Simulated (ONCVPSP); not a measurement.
Reading a pseudo-wave (holmium (Ho))

Columns: radius, all-electron u(r) and pseudo u(r) of the 4f shell (level -3.14 eV) of holmium in the configuration [Kr] 4d10 4f11 5s2 5p6 6s2; PBE, scalar-relativistic, ONCV scheme, ONCVPSP 4.0.1.

```csv
r (bohr),all-electron,pseudo
0.105,0.1083,0.0073
0.210,0.4923,0.0976
0.315,0.8529,0.3710
0.420,1.0495,0.7850
0.525,1.1012,1.1456
0.630,1.0661,1.2839
0.735,0.9898,1.1951
0.840,0.8991,1.0064
0.945,0.8077,0.8385
1.050,0.7216,0.7251
1.155,0.6433,0.6432
1.260,0.5733,0.5730
1.365,0.5110,0.5108
1.470,0.4561,0.4559
1.575,0.4077,0.4075
1.680,0.3651,0.3650
1.785,0.3276,0.3275
1.890,0.2946,0.2945
1.995,0.2655,0.2654
2.100,0.2398,0.2397
2.205,0.2171,0.2170
2.310,0.1970,0.1969
2.415,0.1791,0.1791
2.520,0.1632,0.1632
2.625,0.1491,0.1490
2.730,0.1364,0.1364
```

Q: How many radial nodes do the two functions have?

A: The all-electron 4f function has n − l − 1 = 0; the pseudo-wave has 0.

Q: At about which radius was the pseudo-wave matched?

A: 1.25 bohr, where the columns begin to agree (steps of 0.10 bohr).

Q: Is the pseudo-wave norm-conserving?

A: Yes: the ONCV scheme keeps the norm inside the radius equal to the all-electron one, which fixes the energy derivative of the logarithmic derivative at the level.
